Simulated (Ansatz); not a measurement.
Geometry optimisation, Ansatz 0.2.0, RKS LDA/def2-SVP.

input.yaml

```yaml
crystal:
  periodic: [false, false, false]
  atoms:
    - { symbol: O, position_ang: [-1.30402, 0.16541, -0.55154] }
    - { symbol: In, position_ang: [0.50782, 0.3324, 0.10939] }
    - { symbol: Cl, position_ang: [1.31193, 2.46251, -0.14823] }
    - { symbol: H, position_ang: [-1.68698, -0.70857, -0.46792] }
    - { symbol: H, position_ang: [1.17576, -1.07274, 0.74803] }
basis:
  gaussian: { orbitals: def2-SVP }
hamiltonian:
  xc: lda
relax:
  f_tol: 0.015
  max_steps: 40
```

Run as:

```bash
$ ansatz run input.yaml --threads 1 --pin off --max-ram 2048MiB --backend cpu --events-out ev --progress --plain --runs-dir out
```

Problem. Where does it end, and by what steps?

Solution. The run converged. After 4 steps the energy has fallen by 0.108 eV; H5 moved furthest, 0.24 Å.

```csv
step,energy less start (eV),largest force component (eV/Å),accepted
0,0.0000,1.048,yes
1,-0.0965,0.401,yes
2,-0.1076,0.086,yes
3,-0.1080,0.021,yes
4,-0.1081,0.005,yes
```

```xyz
5
Properties=species:S:1:pos:R:3
O -1.378 0.226 -0.598
In 0.468 0.234 0.121
Cl 1.300 2.391 -0.134
H -1.784 -0.660 -0.518
H 1.398 -1.011 0.818
```

Whether the end is a true minimum wasn't checked by a vibrational analysis.

The run took 7.5 s on 1 thread of Arm Neoverse V2, on a shared host, peak memory 0.13 GiB.
